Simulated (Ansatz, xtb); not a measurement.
Two isomers of C6H5NO

Structure I: `N#CC1=CC(O)=CC1`, a singlet. Structure II: `N#CC1=C(O)C=CC1`, a singlet. Both are isolated molecules in the gas phase, relaxed with r2SCAN-D4/def2-SVP; the shapes shown needn't be the lowest conformers.

I (Å):

```xyz
13

C    -2.2186    2.8218    0.3608
C    -1.3008    1.8402   -0.0792
C    -0.8639    0.7497    0.6165
C     0.0738    0.0123   -0.2178
C     0.2202    0.6366   -1.4229
C    -0.6436    1.8554   -1.4378
N    -2.9737    3.6465    0.6994
O     0.6414   -1.1107    0.2598
H    -1.1529    0.4581    1.6274
H     1.2329   -1.4752   -0.4129
H     0.8546    0.3199   -2.2525
H    -1.4045    1.8382   -2.2416
H    -0.0712    2.7911   -1.5860
```

II (Å):

```xyz
13

C    -1.7938    2.9505    0.1453
C    -1.0519    1.8412   -0.3023
C    -0.4867    0.8576    0.4773
C     0.1979   -0.1111   -0.3738
C     0.0582    0.2668   -1.6675
C    -0.7397    1.5292   -1.7427
N    -2.4139    3.8814    0.4868
O    -0.5587    0.8062    1.8120
H    -0.0873    0.0266    2.1342
H     0.7300   -0.9914   -0.0027
H     0.4579   -0.2531   -2.5399
H    -1.6552    1.3957   -2.3501
H    -0.1703    2.3416   -2.2333
```

Quicker runs give these differences E(II) − E(I): GFN2-xTB −0.32 kcal/mol; HF/STO-3G −1.33 kcal/mol (at GFN2-xTB geometries); r2SCAN-D4/def2-SVP//GFN2-xTB −1.09 kcal/mol.

Estimate E(II) − E(I) at the level CCSD(T)/def2-SVP + ΔMP2/def2-TZVPP.

CCSD(T)/def2-SVP + ΔMP2/def2-TZVPP gives E(II) − E(I) = −0.33 kcal/mol, slightly favouring structure II, which is too small a margin to settle the true order.

How the difference moves with the method:

```json
{"level": "GFN2-xTB", "geometry": "GFN2-xTB", "E(II) − E(I) (kcal/mol)": "−0.32", "departure from the last row (kcal/mol)": "+0.01", "job, with rough time for the two": "optimisation, 0.25 s"}
{"level": "HF/STO-3G", "geometry": "GFN2-xTB", "E(II) − E(I) (kcal/mol)": "−1.33", "departure from the last row (kcal/mol)": "−1.00", "job, with rough time for the two": "single point, 0.78 s"}
{"level": "r2SCAN-D4/def2-SVP//GFN2-xTB", "geometry": "GFN2-xTB", "E(II) − E(I) (kcal/mol)": "−1.09", "departure from the last row (kcal/mol)": "−0.75", "job, with rough time for the two": "single point, 4.9 s"}
{"level": "r2SCAN-D4/def2-SVP", "geometry": "r2SCAN-D4/def2-SVP", "E(II) − E(I) (kcal/mol)": "−1.02", "departure from the last row (kcal/mol)": "−0.69", "job, with rough time for the two": "optimisation, 39 s"}
{"level": "HF/def2-SVP", "geometry": "r2SCAN-D4/def2-SVP", "E(II) − E(I) (kcal/mol)": "−1.14", "departure from the last row (kcal/mol)": "−0.81", "job, with rough time for the two": "part of the CCSD(T) run"}
{"level": "MP2/def2-SVP", "geometry": "r2SCAN-D4/def2-SVP", "E(II) − E(I) (kcal/mol)": "+0.20", "departure from the last row (kcal/mol)": "+0.53", "job, with rough time for the two": "part of the CCSD(T) run"}
{"level": "CCSD(T)/def2-SVP", "geometry": "r2SCAN-D4/def2-SVP", "E(II) − E(I) (kcal/mol)": "−0.30", "departure from the last row (kcal/mol)": "+0.03", "job, with rough time for the two": "single point"}
{"level": "CCSD(T)/def2-SVP + ΔMP2/def2-TZVPP", "geometry": "r2SCAN-D4/def2-SVP", "E(II) − E(I) (kcal/mol)": "−0.33", "departure from the last row (kcal/mol)": "", "job, with rough time for the two": "single point, 1.9 min"}
```

As drawn, both hold the same kinds of bond in the same numbers.

The largest departure from CCSD(T)/def2-SVP + ΔMP2/def2-TZVPP is that of HF/STO-3G, 1.00 kcal/mol. The last row adds to CCSD(T) the change of the MP2 difference between the two basis sets, here −0.03 kcal/mol.

With thermal terms from frequencies at re-optimised GFN2-xTB minima (ideal gas, soft modes damped towards free rotors, one conformer each, 298.15 K, 1 atm): the zero-point term adds +0.02 kcal/mol; ΔH is −0.30 and ΔG −0.33 kcal/mol.

The correlated steps freeze 8 core orbitals. Run with Ansatz 0.2.0, xtb 6.7.1; the last row on 2 threads of Intel(R) Xeon(R) Processor @ 2.70GHz on a shared host.
